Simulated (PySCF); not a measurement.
SnPb and its ions

UHF-MP2; PySCF, scalar-relativistic core potentials, basis sets Sn cc-pVDZ-PP with ECP28, Pb cc-pVDZ-PP with ECP60. Neutral (UHF): triplet (π ↑↑), Re = 2.850 Å, ωe = 163 cm⁻¹, De = 1.82 eV.

SnPb⁺ (UHF): quartet (σ ↑, π ↑↑), Re = 2.857 Å, ωe = 153 cm⁻¹. The energies at the minima are -405.34383 hartree for SnPb and -405.10469 for SnPb⁺.

**Question.** Work out the adiabatic ionisation energy, without and with harmonic zero-point energies (1 hartree = 27.2114 eV, 1 eV = 8065.5 cm⁻¹), and the change of the bond length.

**Answer.** At UHF-MP2: 0.23914 hartree = 6.507 eV between the minima; the zero-point term (153.0 − 163.0)/2 cm⁻¹ = -0.001 eV makes it 6.507 eV. Re changes by +0.7 pm against the neutral. The electron leaves a σ orbital, and the small change of length marks it as nearly non-bonding.

Correlated steps freeze 8 core orbitals. Correlated levels converge slowly with the basis: in double zeta they bind strong bonds too weakly, by up to about 1 eV, and carry superposition errors of some tenths. Spin–orbit coupling is left out, which matters for elements this heavy, above all for dissociation energies. States were picked by a PBE0 search and need not be the measured ground states.
